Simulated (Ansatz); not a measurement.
Ansatz (a first-principles code) input (B3LYP/6-31G*):

Ansatz 0.2 input:
```yaml
crystal:
  periodic: [false, false, false]
  atoms:
    - {symbol: S, position_ang: [-0.22435355, -0.11090016, 0.37727403]}
    - {symbol: O, position_ang: [0.23450205, 1.28163070, -0.16855495]}
    - {symbol: O, position_ang: [0.12345661, -1.22680985, -0.45704356]}
    - {symbol: H, position_ang: [0.72598757, 1.33583575, -1.03159629]}
basis:
  gaussian:
    orbitals: 6-31G*
hamiltonian:
  xc: {name: B3LYP}
total_charge: 1
phonons: {temperatures: {t_min: 298.15, t_max: 298.15, t_step: 100}}
```

Output:

```
Functional definition: B3LYP
integrals: 0.01 GiB planned
483 factors; integrals over basis functions are off by at most 4.3e-4 eV
mean field: 0.12 GiB planned
mean field evaluation 1: about -14918.0424 eV, gradient 9.8e1 eV
mean field evaluation 2: about -14862.2005 eV, gradient 1.8e2 eV
mean field evaluation 4: about -14933.8002 eV, gradient 2.4e1 eV
mean field evaluation 8: about -14934.8220 eV, gradient 1.2e-1 eV
mean field evaluation 16: about -14934.8220 eV, gradient 5.8e-5 eV
mean field -14934.82199908 eV, -548.8445852804 hartree, gradient 5.8e-5 eV, S^2 0.000000; 0 other end points of the search recorded, 0 dependent functions left out
the calculation of the forces begins
reference -14934.82214429 eV, -548.8445906165 hartree; 16, 16 occupied and 35, 35 virtual orbitals, 483 factors
these checks for a lower state are left out or cut short: stability, starts, cluster_reference, orbital_swaps, neighbouring_geometries, increment
integrals: 0.01 GiB planned
483 factors; integrals over basis functions are off by at most 4.3e-4 eV
mean field: 0.12 GiB planned
mean field -14934.82184696 eV, -548.8445796899 hartree, gradient 2.8e-6 eV, S^2 0.000000; 0 other end points of the search recorded, 0 dependent functions left out
the calculation of the forces begins
reference -14934.82199210 eV, -548.8445850238 hartree; 16, 16 occupied and 35, 35 virtual orbitals, 483 factors
these checks for a lower state are left out or cut short: stability, starts, cluster_reference, orbital_swaps, neighbouring_geometries, increment
integrals: 0.01 GiB planned
483 factors; integrals over basis functions are off by at most 4.3e-4 eV
mean field: 0.12 GiB planned
mean field -14934.82184500 eV, -548.8445796178 hartree, gradient 1.9e-6 eV, S^2 0.000000; 0 other end points of the search recorded, 0 dependent functions left out
the calculation of the forces begins
reference -14934.82199026 eV, -548.8445849560 hartree; 16, 16 occupied and 35, 35 virtual orbitals, 483 factors
these checks for a lower state are left out or cut short: stability, starts, cluster_reference, orbital_swaps, neighbouring_geometries, increment
integrals: 0.01 GiB planned
483 factors; integrals over basis functions are off by at most 4.3e-4 eV
mean field: 0.12 GiB planned
mean field evaluation 32: about -14934.8217 eV, gradient 2.0e-1 eV
mean field -14934.82188582 eV, -548.8445811181 hartree, gradient 2.3e-6 eV, S^2 0.000000; 0 other end points of the search recorded, 0 dependent functions left out
the calculation of the forces begins
reference -14934.82203103 eV, -548.8445864544 hartree; 16, 16 occupied and 35, 35 virtual orbitals, 483 factors
these checks for a lower state are left out or cut short: stability, starts, cluster_reference, orbital_swaps, neighbouring_geometries, increment
integrals: 0.01 GiB planned
483 factors; integrals over basis functions are off by at most 4.3e-4 eV
mean field: 0.12 GiB planned
mean field -14934.82188749 eV, -548.8445811793 hartree, gradient 2.4e-6 eV, S^2 0.000000; 0 other end points of the search recorded, 0 dependent functions left out
the calculation of the forces begins
reference -14934.82203268 eV, -548.8445865152 hartree; 16, 16 occupied and 35, 35 virtual orbitals, 483 factors
these checks for a lower state are left out or cut short: stability, starts, cluster_reference, orbital_swaps, neighbouring_geometries, increment
integrals: 0.01 GiB planned
483 factors; integrals over basis functions are off by at most 4.3e-4 eV
mean field: 0.12 GiB planned
mean field -14934.82182913 eV, -548.8445790348 hartree, gradient 9.9e-7 eV, S^2 0.000000; 0 other end points of the search recorded, 0 dependent functions left out
the calculation of the forces begins
reference -14934.82197437 eV, -548.8445843721 hartree; 16, 16 occupied and 35, 35 virtual orbitals, 483 factors
these checks for a lower state are left out or cut short: stability, starts, cluster_reference, orbital_swaps, neighbouring_geometries, increment
integrals: 0.01 GiB planned
483 factors; integrals over basis functions are off by at most 4.4e-4 eV
mean field: 0.12 GiB planned
mean field -14934.82182845 eV, -548.8445790098 hartree, gradient 1.2e-6 eV, S^2 0.000000; 0 other end points of the search recorded, 0 dependent functions left out
the calculation of the forces begins
reference -14934.82197362 eV, -548.8445843448 hartree; 16, 16 occupied and 35, 35 virtual orbitals, 483 factors
these checks for a lower state are left out or cut short: stability, starts, cluster_reference, orbital_swaps, neighbouring_geometries, increment
integrals: 0.01 GiB planned
483 factors; integrals over basis functions are off by at most 4.3e-4 eV
mean field: 0.12 GiB planned
mean field -14934.82194797 eV, -548.8445834020 hartree, gradient 9.2e-7 eV, S^2 0.000000; 0 other end points of the search recorded, 0 dependent functions left out
the calculation of the forces begins
reference -14934.82209317 eV, -548.8445887381 hartree; 16, 16 occupied and 35, 35 virtual orbitals, 483 factors
these checks for a lower state are left out or cut short: stability, starts, cluster_reference, orbital_swaps, neighbouring_geometries, increment
integrals: 0.01 GiB planned
483 factors; integrals over basis functions are off by at most 4.3e-4 eV
mean field: 0.12 GiB planned
mean field evaluation 64: about -14934.8219 eV, gradient 1.4e-1 eV
mean field -14934.82194653 eV, -548.8445833491 hartree, gradient 9.7e-7 eV, S^2 0.000000; 0 other end points of the search recorded, 0 dependent functions left out
the calculation of the forces begins
reference -14934.82209173 eV, -548.8445886852 hartree; 16, 16 occupied and 35, 35 virtual orbitals, 483 factors
these checks for a lower state are left out or cut short: stability, starts, cluster_reference, orbital_swaps, neighbouring_geometries, increment
integrals: 0.01 GiB planned
483 factors; integrals over basis functions are off by at most 4.3e-4 eV
mean field: 0.12 GiB planned
mean field -14934.82190854 eV, -548.8445819530 hartree, gradient 1.5e-6 eV, S^2 0.000000; 0 other end points of the search recorded, 0 dependent functions left out
the calculation of the forces begins
reference -14934.82205377 eV, -548.8445872901 hartree; 16, 16 occupied and 35, 35 virtual orbitals, 483 factors
these checks for a lower state are left out or cut short: stability, starts, cluster_reference, orbital_swaps, neighbouring_geometries, increment
integrals: 0.01 GiB planned
483 factors; integrals over basis functions are off by at most 4.3e-4 eV
mean field: 0.12 GiB planned
mean field -14934.82191020 eV, -548.8445820141 hartree, gradient 2.8e-6 eV, S^2 0.000000; 0 other end points of the search recorded, 0 dependent functions left out
the calculation of the forces begins
reference -14934.82205538 eV, -548.8445873491 hartree; 16, 16 occupied and 35, 35 virtual orbitals, 483 factors
these checks for a lower state are left out or cut short: stability, starts, cluster_reference, orbital_swaps, neighbouring_geometries, increment
integrals: 0.01 GiB planned
483 factors; integrals over basis functions are off by at most 4.3e-4 eV
mean field: 0.12 GiB planned
mean field -14934.82192711 eV, -548.8445826354 hartree, gradient 5.7e-7 eV, S^2 0.000000; 0 other end points of the search recorded, 0 dependent functions left out
the calculation of the forces begins
reference -14934.82207229 eV, -548.8445879707 hartree; 16, 16 occupied and 35, 35 virtual orbitals, 483 factors
these checks for a lower state are left out or cut short: stability, starts, cluster_reference, orbital_swaps, neighbouring_geometries, increment
integrals: 0.01 GiB planned
483 factors; integrals over basis functions are off by at most 4.3e-4 eV
mean field: 0.12 GiB planned
mean field -14934.82192660 eV, -548.8445826166 hartree, gradient 2.7e-6 eV, S^2 0.000000; 0 other end points of the search recorded, 0 dependent functions left out
the calculation of the forces begins
reference -14934.82207182 eV, -548.8445879535 hartree; 16, 16 occupied and 35, 35 virtual orbitals, 483 factors
these checks for a lower state are left out or cut short: stability, starts, cluster_reference, orbital_swaps, neighbouring_geometries, increment
integrals: 0.01 GiB planned
483 factors; integrals over basis functions are off by at most 4.4e-4 eV
mean field: 0.12 GiB planned
mean field evaluation 96: about -14934.8218 eV, gradient 1.3e-1 eV
mean field -14934.82186713 eV, -548.8445804311 hartree, gradient 2.3e-6 eV, S^2 0.000000; 0 other end points of the search recorded, 0 dependent functions left out
the calculation of the forces begins
reference -14934.82201233 eV, -548.8445857671 hartree; 16, 16 occupied and 35, 35 virtual orbitals, 483 factors
these checks for a lower state are left out or cut short: stability, starts, cluster_reference, orbital_swaps, neighbouring_geometries, increment
integrals: 0.01 GiB planned
483 factors; integrals over basis functions are off by at most 4.3e-4 eV
mean field: 0.12 GiB planned
mean field -14934.82186831 eV, -548.8445804745 hartree, gradient 2.6e-6 eV, S^2 0.000000; 0 other end points of the search recorded, 0 dependent functions left out
the calculation of the forces begins
reference -14934.82201352 eV, -548.8445858108 hartree; 16, 16 occupied and 35, 35 virtual orbitals, 483 factors
these checks for a lower state are left out or cut short: stability, starts, cluster_reference, orbital_swaps, neighbouring_geometries, increment
integrals: 0.01 GiB planned
483 factors; integrals over basis functions are off by at most 4.3e-4 eV
mean field: 0.12 GiB planned
mean field -14934.82199185 eV, -548.8445850144 hartree, gradient 2.5e-6 eV, S^2 0.000000; 0 other end points of the search recorded, 0 dependent functions left out
the calculation of the forces begins
reference -14934.82213706 eV, -548.8445903511 hartree; 16, 16 occupied and 35, 35 virtual orbitals, 483 factors
these checks for a lower state are left out or cut short: stability, starts, cluster_reference, orbital_swaps, neighbouring_geometries, increment
integrals: 0.01 GiB planned
483 factors; integrals over basis functions are off by at most 4.3e-4 eV
mean field: 0.12 GiB planned
mean field -14934.82199212 eV, -548.8445850246 hartree, gradient 2.2e-6 eV, S^2 0.000000; 0 other end points of the search recorded, 0 dependent functions left out
the calculation of the forces begins
reference -14934.82213731 eV, -548.8445903601 hartree; 16, 16 occupied and 35, 35 virtual orbitals, 483 factors
Total energy: -14934.82214429 eV, -548.8445906165 hartree
Atom 0 at    -0.224354    -0.110900     0.377274 Å, force     0.000203    -0.000460    -0.000451 eV/Å
Atom 1 at     0.234502     1.281631    -0.168555 Å, force     0.000254     0.000353    -0.000383 eV/Å
Atom 2 at     0.123457    -1.226810    -0.457044 Å, force    -0.000180     0.000183     0.000356 eV/Å
Atom 3 at     0.725988     1.335836    -1.031596 Å, force    -0.000277    -0.000076     0.000478 eV/Å
Dipole moment:     0.063255     0.301888    -0.053955 e Å
Vibrations: 419.28 609.38 901.63 1053.48 1340.08 3477.00 cm⁻¹, zero-point energy 0.483592 eV
```

The blocks after the first are displaced geometries, from whose forces the wavenumbers follow.

The dipole moment of an ion depends on the origin.
